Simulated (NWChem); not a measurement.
Everything below was run with NWChem. System: pivalic acid (C₅H₁₀O₂), charge 0, spin multiplicity 1, at a geometry optimised with PBE/def2-SVP. Level: RHF/def2-SVP.

NWChem printed:

```
             Northwest Computational Chemistry Package (NWChem) 7.3.0
             --------------------------------------------------------

                                NWChem Input Module
                                -------------------

 Scaling coordinates for geometry "geometry" by  1.889725989
 (inverse scale =  0.529177249)

                             Geometry "geometry" -> ""
                             -------------------------

 Output coordinates in angstroms (scale by  1.889725989 to convert to a.u.)

  No.       Tag          Charge          X              Y              Z
 ---- ---------------- ---------- -------------- -------------- --------------
    1 C                    6.0000    -0.87554700     0.23983000     1.53996900
    2 C                    6.0000    -0.55585200     0.14979800     0.03033900
    3 C                    6.0000    -1.52656300    -0.81426500    -0.66725700
    4 C                    6.0000    -0.63983600     1.55578500    -0.60613400
    5 C                    6.0000     0.87418000    -0.38368800    -0.13862100
    6 O                    8.0000     1.79615600     0.42497100     0.45263400
    7 O                    8.0000     1.19260700    -1.40258200    -0.72233500
    8 H                    1.0000    -0.17437800     0.92100000     2.05995200
    9 H                    1.0000    -1.90636800     0.62372800     1.68369000
   10 H                    1.0000    -0.81372600    -0.75605700     2.02431100
   11 H                    1.0000    -2.56844000    -0.45158200    -0.55641400
   12 H                    1.0000    -1.46103600    -1.83164600    -0.23458600
   13 H                    1.0000    -1.29828500    -0.90097300    -1.74754700
   14 H                    1.0000     0.06387400     2.25986200    -0.12133300
   15 H                    1.0000    -0.40384100     1.52179300    -1.68935000
   16 H                    1.0000    -1.66780000     1.95781300    -0.49526500
   17 H                    1.0000     2.66159800    -0.00780300     0.28438500

 Effective nuclear repulsion energy (a.u.)     327.1811695504

            Nuclear Dipole moment (a.u.)
            ----------------------------
        X                 Y               Z
 ---------------- ---------------- ----------------
    -0.0000113384     0.0000132281     0.0000207870


 Summary of "ao basis" -> "" (spherical)
 ------------------------------------------------------------------------------
       Tag                 Description            Shells   Functions and Types
[...]
   Bfn.  Coefficient  Atom+Function         Bfn.  Coefficient  Atom+Function
  ----- ------------  ---------------      ----- ------------  ---------------
    88      0.481348   7 O  px               91      0.372234   7 O  px
    18      0.217796   2 C  px               60     -0.177770   5 C  px
    17      0.175641   2 C  s                21      0.156110   2 C  px
    75      0.152435   6 O  py

 Vector   29  Occ=0.000000D+00  E= 1.650034D-01
              MO Center= -6.0D-01,  4.2D-01,  1.8D-01, r^2= 9.2D+00
   Bfn.  Coefficient  Atom+Function         Bfn.  Coefficient  Atom+Function
  ----- ------------  ---------------      ----- ------------  ---------------
    45      1.423548   4 C  s                 3      1.408015   1 C  s
    31      1.213180   3 C  s               140     -0.691164  16 H  s
   105     -0.683671   9 H  s               135     -0.676343  15 H  s
   110     -0.670197  10 H  s               100     -0.570603   8 H  s
   130     -0.570217  14 H  s               115     -0.538886  11 H  s

 Vector   30  Occ=0.000000D+00  E= 1.725796D-01
              MO Center=  4.4D-01, -2.4D-01, -8.9D-02, r^2= 3.9D+00
   Bfn.  Coefficient  Atom+Function         Bfn.  Coefficient  Atom+Function
  ----- ------------  ---------------      ----- ------------  ---------------
     3      1.010528   1 C  s                45     -0.982166   4 C  s
   105     -0.546586   9 H  s               140      0.528203  16 H  s
    65     -0.464558   5 C  pz               62     -0.385336   5 C  pz
   110     -0.362719  10 H  s                93      0.355934   7 O  pz
   135      0.355693  15 H  s                23     -0.352057   2 C  pz

 Vector   31  Occ=0.000000D+00  E= 1.923720D-01
              MO Center=  1.7D+00, -9.7D-05,  1.8D-01, r^2= 8.4D+00
   Bfn.  Coefficient  Atom+Function         Bfn.  Coefficient  Atom+Function
  ----- ------------  ---------------      ----- ------------  ---------------
   145      1.383496  17 H  s                31      1.267267   3 C  s
    17     -1.113210   2 C  s               115     -0.691909  11 H  s
    73     -0.605075   6 O  s                63     -0.558915   5 C  px
     3      0.531931   1 C  s                45      0.529473   4 C  s
   105     -0.423819   9 H  s               140     -0.422451  16 H  s

 center of mass
 --------------
 x =   0.13874584 y =  -0.06119073 z =  -0.02216164

 moments of inertia (a.u.)
 ------------------
         569.712420506616          65.554977329581           1.985340929561
          65.554977329581         791.759480725660         -69.370500204695
           1.985340929561         -69.370500204695         875.889794994706

  Mulliken analysis of the total density
  --------------------------------------

    Atom       Charge   Shell Charges
 -----------   ------   -------------------------------------------------------
    1 C    6     5.98   1.99  0.86  0.21  2.02  0.87  0.04
    2 C    6     6.56   1.99  0.86  0.53  2.05  1.07  0.06
    3 C    6     5.93   1.99  0.86  0.17  2.02  0.85  0.04
    4 C    6     5.98   1.99  0.86  0.21  2.02  0.87  0.04
    5 C    6     5.44   1.99  0.93  0.08  1.83  0.45  0.15
    6 O    8     8.37   1.99  1.07  0.68  2.85  1.78  0.02
    7 O    8     8.40   1.99  1.08  0.72  2.80  1.80  0.02
    8 H    1     0.94   0.74  0.17  0.02
    9 H    1     0.96   0.75  0.18  0.02
   10 H    1     0.96   0.75  0.18  0.02
   11 H    1     0.97   0.75  0.19  0.02
   12 H    1     0.95   0.75  0.18  0.02
   13 H    1     0.95   0.75  0.18  0.02
   14 H    1     0.94   0.74  0.17  0.02
   15 H    1     0.96   0.75  0.18  0.02
   16 H    1     0.96   0.75  0.18  0.02
   17 H    1     0.77   0.65  0.06  0.07

       Multipole analysis of the density wrt the origin
       ------------------------------------------------

     L   x y z        total         open         nuclear
     -   - - -        -----         ----         -------
     0   0 0 0      0.000000      0.000000     56.000000

     1   1 0 0     -0.182157      0.000000     -0.000011
     1   0 1 0      0.614232      0.000000      0.000013
     1   0 0 1      0.354141      0.000000      0.000021

     2   2 0 0    -29.236844      0.000000    319.402270
     2   1 1 0      0.816571      0.000000    -32.306637
     2   1 0 1      0.799340      0.000000      0.766604
     2   0 2 0    -36.044014      0.000000    194.559205
     2   0 1 1     -2.345038      0.000000     34.509301
     2   0 0 2    -33.372344      0.000000    152.942164

 Task  times  cpu:       20.0s     wall:       20.0s

 Total times  cpu:       20.1s     wall:       20.1s
```

**Question.** Write an NWChem input that would produce this output.

**Answer.** Several could match; the one computed here: 
```
start mol
memory heap 200 mb stack 900 mb global 1100 mb
geometry units angstroms nocenter noautoz noautosym
  C     -0.875547     0.239830     1.539969
  C     -0.555852     0.149798     0.030339
  C     -1.526563    -0.814265    -0.667257
  C     -0.639836     1.555785    -0.606134
  C      0.874180    -0.383688    -0.138621
  O      1.796156     0.424971     0.452634
  O      1.192607    -1.402582    -0.722335
  H     -0.174378     0.921000     2.059952
  H     -1.906368     0.623728     1.683690
  H     -0.813726    -0.756057     2.024311
  H     -2.568440    -0.451582    -0.556414
  H     -1.461036    -1.831646    -0.234586
  H     -1.298285    -0.900973    -1.747547
  H      0.063874     2.259862    -0.121333
  H     -0.403841     1.521793    -1.689350
  H     -1.667800     1.957813    -0.495265
  H      2.661598    -0.007803     0.284385
end
basis spherical
  * library def2-svp
end
scf
  rhf
  nopen 0
  maxiter 100
  thresh 1e-7
  semidirect memsize 60000000 filesize 0
end
task scf energy
```
